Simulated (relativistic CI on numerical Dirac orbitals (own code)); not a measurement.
# Fe5+ (3d3) in a crystal field

Calculated by Dirac-Coulomb-Breit CI, orbitals from a KLI potential per configuration, model QED, valence Slater integrals scaled by 0.75, one configuration in a parametric crystal field (own radial code).

Field parameters in Wybourne normalisation: Oh B⁴₀ = 21Dq, B⁴₄ = √(5/14) B⁴₀. The field is a parameter set, without covalency.

S and J are read from ⟨S²⟩ = S(S + 1) and ⟨J²⟩ = J(J + 1) of each level; they are not fictitious spins.

Oh, 10Dq = 5900 cm⁻¹, the lowest 10 levels:

```json
{"E (cm⁻¹)": "0.0", "Degeneracy": "4", "Irrep": "Γ8", "S": "1.50", "J": "3.26"}
{"E (cm⁻¹)": "5750", "Degeneracy": "2", "Irrep": "Γ7", "S": "1.50", "J": "3.10"}
{"E (cm⁻¹)": "5867", "Degeneracy": "4", "Irrep": "Γ8", "S": "1.50", "J": "3.30"}
{"E (cm⁻¹)": "6005", "Degeneracy": "4", "Irrep": "Γ8", "S": "1.50", "J": "3.45"}
{"E (cm⁻¹)": "6118", "Degeneracy": "2", "Irrep": "Γ6", "S": "1.50", "J": "3.64"}
{"E (cm⁻¹)": "9924", "Degeneracy": "2", "Irrep": "Γ7", "S": "1.50", "J": "2.96"}
{"E (cm⁻¹)": "10025", "Degeneracy": "4", "Irrep": "Γ8", "S": "1.50", "J": "3.29"}
{"E (cm⁻¹)": "10603", "Degeneracy": "4", "Irrep": "Γ8", "S": "1.50", "J": "3.96"}
{"E (cm⁻¹)": "10934", "Degeneracy": "2", "Irrep": "Γ6", "S": "1.50", "J": "4.31"}
{"E (cm⁻¹)": "19442", "Degeneracy": "4", "Irrep": "Γ8", "S": "0.50", "J": "3.88"}
```

Oh, 10Dq = 43500 cm⁻¹, the lowest 16 levels:

| E (cm⁻¹) | Degeneracy | Irrep | S | J |
| --- | --- | --- | --- | --- |
| 0.0 | 4 | Γ8 | 1.50 | 3.47 |
| 21128 | 4 | Γ8 | 0.50 | 3.92 |
| 21976 | 4 | Γ8 | 0.50 | 4.12 |
| 22129 | 2 | Γ6 | 0.50 | 3.69 |
| 33394 | 4 | Γ8 | 0.50 | 3.49 |
| 33630 | 2 | Γ7 | 0.50 | 3.87 |
| 43296 | 2 | Γ7 | 1.50 | 3.16 |
| 43434 | 4 | Γ8 | 1.50 | 3.37 |
| 43656 | 4 | Γ8 | 1.50 | 3.62 |
| 43669 | 2 | Γ6 | 1.50 | 3.67 |
| 55517 | 2 | Γ6 | 1.49 | 2.53 |
| 55613 | 4 | Γ8 | 1.50 | 2.61 |
| 55668 | 2 | Γ7 | 1.50 | 2.67 |
| 55676 | 4 | Γ8 | 1.50 | 2.72 |
| 60602 | 2 | Γ6 | 0.51 | 4.10 |
| 64274 | 2 | Γ7 | 0.50 | 4.22 |

Oh, 10Dq = 38800 cm⁻¹, the lowest 10 levels:

```csv
E (cm⁻¹),Degeneracy,Irrep,S,J
0.0,4,Γ8,1.50,3.46
21026,4,Γ8,0.50,3.93
21912,4,Γ8,0.50,4.13
22077,2,Γ6,0.50,3.70
32956,4,Γ8,0.51,3.51
33212,2,Γ7,0.51,3.88
38602,2,Γ7,1.50,3.16
38746,4,Γ8,1.50,3.37
38962,4,Γ8,1.50,3.62
38973,2,Γ6,1.50,3.67
```

Oh, 10Dq = 34100 cm⁻¹, the lowest 16 levels:

```csv
E (cm⁻¹),Degeneracy,Irrep,S,J
0.0,4,Γ8,1.50,3.46
20905,4,Γ8,0.50,3.93
21833,4,Γ8,0.50,4.14
22012,2,Γ6,0.50,3.71
32385,4,Γ8,0.57,3.51
32677,2,Γ7,0.56,3.87
33938,2,Γ7,1.47,3.19
34107,4,Γ8,1.46,3.38
34273,4,Γ8,1.50,3.61
34279,2,Γ6,1.50,3.67
45743,2,Γ6,1.49,2.73
45793,2,Γ7,1.50,2.70
45795,4,Γ8,1.50,2.75
45807,4,Γ8,1.50,2.77
51209,2,Γ6,0.51,4.10
54726,2,Γ7,0.50,4.25
```

Oh, 10Dq = 29400 cm⁻¹, the lowest 16 levels:

```
E (cm⁻¹)  Degeneracy  Irrep     S     J
     0.0           4     Γ8  1.50  3.45
   20756           4     Γ8  0.51  3.94
   21731           4     Γ8  0.50  4.16
   21925           2     Γ6  0.51  3.72
   29178           2     Γ7  1.50  3.16
   29280           4     Γ8  1.48  3.37
   29590           2     Γ6  1.50  3.67
   29593           4     Γ8  1.49  3.60
   31891           4     Γ8  0.53  3.55
   32120           2     Γ7  0.52  3.90
   40720           4     Γ8  1.50  2.79
   40726           2     Γ7  1.49  2.73
   40749           2     Γ6  1.49  2.89
   40788           4     Γ8  1.50  2.87
   46515           2     Γ6  0.51  4.10
   49933           2     Γ7  0.50  4.27
```

The free-ion ground term has S = 3/2. Every field shown keeps that spin.

Levels of this model without a field, named by their leading LS term (the scale mimics covalency, so terms lie below those of the real free ion): 4F_3/2 0, 4F_5/2 498, 4F_7/2 1153, 4F_9/2 1938, 4P_1/2 17315, 4P_3/2 17487, 2G_7/2 17785, 4P_5/2 18168 cm⁻¹.
